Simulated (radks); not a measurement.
Charge is removed step by step from the 3d down level of the iodine ion I27+, starting from [Ar] 3d(up 5, down 3). All-electron calculation, scalar-relativistic Kohn-Sham, PBEsol, spin-polarised, spherical densities, finite nucleus; Fermi nuclear charge, rms radius 4.75 fm. Program: a radial shooting solver on a logarithmic mesh with Libxc functionals.

removed (e)  E - E(0) (eV)  eigenvalue (eV)  E minus straight line (eV)
0                    0.000          -1519.2                       0.000
0.1                 152.27          -1527.1                      -3.562
0.2                 305.32          -1535.0                      -6.336
0.3                 459.16          -1542.9                      -8.320
0.4                 613.80          -1550.8                      -9.514
0.5                 769.22          -1558.7                      -9.915
0.6                 925.44          -1566.7                      -9.523
0.7                 1082.5          -1574.6                      -8.336
0.8                 1240.3          -1582.6                      -6.354
0.9                 1398.9          -1590.5                      -3.576
1                   1558.3          -1598.5                       0.000

Removing the whole electron costs 1558.3 eV by Delta-SCF, against 1519.2 eV from minus the eigenvalue at the starting occupation. Slater's transition state (half an electron removed) gives 1558.7 eV. Integrating minus the eigenvalue over the occupation (Janak's theorem) gives 1558.8 eV. In this scalar-relativistic scheme the density is built from large components alone, so the theorem holds only approximately. The mean slope of the eigenvalue, de/dn, is 79.3 eV per electron. Ionisation energy of I27+ in the NIST Atomic Spectra Database: 1553 eV (theoretical).
